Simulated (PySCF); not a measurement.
**Constants of CdH, step by step**

State: ²Σ⁺, doublet, unpaired electrons σ ↑. De refers to Cd + H. ROHF-based CCSD(T) in PySCF 2.14 with Cd cc-pVTZ-PP with ECP28, H cc-pVTZ and Cd cc-pVQZ-PP with ECP28, H cc-pVQZ (frozen core orbitals: 4; scalar-relativistic core potentials). Correlation energies are extrapolated as n⁻³ (n = 3, 4), Hartree–Fock as (n+1)·exp(−9√n). CV is the change on freezing 0 orbitals instead, in Cd cc-pwCVTZ-PP with ECP28, H cc-pVTZ.

```csv
Level,Re (Å),ωe (cm⁻¹),ωexe (cm⁻¹),αe (cm⁻¹),De (eV)
CCSD(T)/TZ,1.7608,1459.6,49.1,0.223,0.745
CCSD(T)/QZ,1.7573,1440.7,n/a,0.227,0.752
HF/CBS,1.7615,1594.9,21.9,0.139,0.554
MP2/CBS,1.7088,1635,n/a,0.175,0.470
CCSD/CBS,1.7566,1463.8,n/a,0.211,0.794
CCSD(T)/CBS,1.7581,1437.7,n/a,0.225,0.753
CCSD(T)/CBS+CV,1.7512,1445.8,n/a,0.230,0.745
```

Task: How much is left between CCSD(T)/QZ and the basis-set limit, and how much do the triples give at the limit?

Result: CCSD(T)/CBS less CCSD(T)/QZ: +0.8 mÅ in Re, -3.0 cm⁻¹ in ωe and +0.001 eV in De. CCSD(T)/CBS less CCSD/CBS: +1.5 mÅ in Re, -26.1 cm⁻¹ in ωe and -0.041 eV in De.

Task: What do the later terms add?

Result: CV: -6.9 mÅ in Re, +8.1 cm⁻¹ in ωe and -0.008 eV in De, each against the row above.

The T1 diagnostic is 0.034. The state was picked by a PBE0 search and need not be the measured ground state. Spin–orbit coupling, excitations beyond (T) and corrections to the Born–Oppenheimer picture are left out.

The whole job (state search and all basis sets along the bond) took about 39 min on 4 threads of Arm Neoverse V1 (shared host), peak memory 13 GiB.
